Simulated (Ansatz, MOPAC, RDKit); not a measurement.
Noncovalent pair: NH3 (SMILES N) (first 4 atoms) with C3H6 (SMILES C=CC); geometry from B3LYP-D3(BJ)/def2-TZVP.
(charge 0, multiplicity 1):
```tsv
atom	x (Å)	y (Å)	z (Å)
N	-0.2111	-0.2086	0.5372
H	-0.7118	-0.8550	-0.0620
H	0.7385	-0.1483	0.1871
H	-0.1655	-0.6235	1.4625
C	0.1243	-1.0116	4.2375
C	-0.5205	0.1157	3.9596
C	0.1243	1.4305	3.6601
H	1.2075	-1.0486	4.2795
H	-0.4046	-1.9340	4.4407
H	-1.6071	0.1021	3.9296
H	-0.2243	2.2026	4.3517
H	1.2111	1.3681	3.7346
H	-0.1362	1.7596	2.6507
```

Interaction energies are E(AB) − E(A) − E(B) at the monomers' geometry in the complex; basis-set methods are counterpoise corrected. RDKit's UFF carries no charges.

The state that PM3, PM7 reach isn't checked; PM7 holds dispersion and hydrogen-bond terms.

The values were computed with Ansatz (an electronic-structure program) with Gaussian orbitals; MOPAC for PM3, PM7 (differences of heats of formation); RDKit for the force fields. Each number belongs to the level named beside it.

**Question.** One of these levels gives -15.2 kJ/mol for the interaction energy. Which?
A. PM3
B. PM7
C. SVWN5/def2-TZVPPD
D. UFF

**Answer.** C, SVWN5/def2-TZVPPD. The others give -0.3 (UFF), -1.8 (PM3), -8.8 (PM7)
